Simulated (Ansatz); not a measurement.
C$_{2}$H$_{8}$Sn, SMILES `C[CH2][SnH3]`, 11 atoms. Charge 0, multiplicity 1. Correlated methods include outer-core shells of Sn, which these sets cover unevenly. Sn takes the def2 core potential. All runs use 4 threads of an Arm Neoverse V2 on a shared host. Correlated methods freeze the cores.

Problem. Give the basis size and wall time and peak host memory of each of these runs in Ansatz. RHF-CCSD(T)/def2-SVP energy; RKS PBE0-D4/def2-TZVP relaxation (6 steps); RHF-MP2/def2-QZVPP energy; RKS PBE0-D4/def2-QZVPP energy; RKS PBE0-D4/def2-TZVP frequencies; RKS ωB97M-V/def2-SVP energy; RHF-CCSD(T)/def2-TZVPP energy; direct RPA on PBE orbitals/def2-TZVPP energy; RKS PBE0-D4/def2-SVP energy; RKS r2SCAN-D4/def2-TZVPP energy and forces; RKS revPBE-D4/def2-TZVPP energy; RKS SPW92 (LDA)/def2-TZVPP energy. (Estimate.)

Solution. The calculation gave: Other jobs shared the machine, so times are rough.

```tsv
level	job	functions	wall time	peak host memory (GiB)
RKS PBE0-D4/def2-SVP	energy	94	0.75 s	0.19
RKS SPW92 (LDA)/def2-TZVPP	energy	224	1.3 s	0.24
RKS revPBE-D4/def2-TZVPP	energy	224	1.4 s	0.25
RKS r2SCAN-D4/def2-TZVPP	energy and forces	224	2.8 s	0.27
RKS ωB97M-V/def2-SVP	energy	94	2.8 s	0.27
RHF-CCSD(T)/def2-SVP	energy	94	2.9 s	0.42
direct RPA on PBE orbitals/def2-TZVPP	energy	224	3.1 s	0.5
RKS PBE0-D4/def2-QZVPP	energy	436	4.5 s	1.2
RHF-MP2/def2-QZVPP	energy	436	12 s	2.3
RKS PBE0-D4/def2-TZVP	relaxation (6 steps)	160	13 s	0.37
RHF-CCSD(T)/def2-TZVPP	energy	224	73 s	4
RKS PBE0-D4/def2-TZVP	frequencies	160	83 s	0.36
```
